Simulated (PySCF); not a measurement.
The same groups moved round the core (benzothiophene cyano+silyl). All species are isolated molecules in the gas phase. Strings in code marks are SMILES.

Calculation: PySCF with PBE-D3(BJ)/def2-TZVP // PBE-D3(BJ)/def2-SVP. Delta-SCF ions had no search for a lower state. Excitations are Tamm–Dancoff values on a coarser integration grid. The basis has no diffuse functions, so Rydberg states are missing or too high.

A: `c12cc(C#N)sc2ccc(c1)[SiH3]`
B: `N#Cc1cc2ccsc2cc1[SiH3]`
C: `N#Cc1c([SiH3])ccc2ccsc12`
D: `c12c(cccc2[SiH3])sc(C#N)c1`

Task: A design calls for the highest LUMO in this set. Which member fits?

Result: B (-2.55 eV); next is C (-2.88 eV).
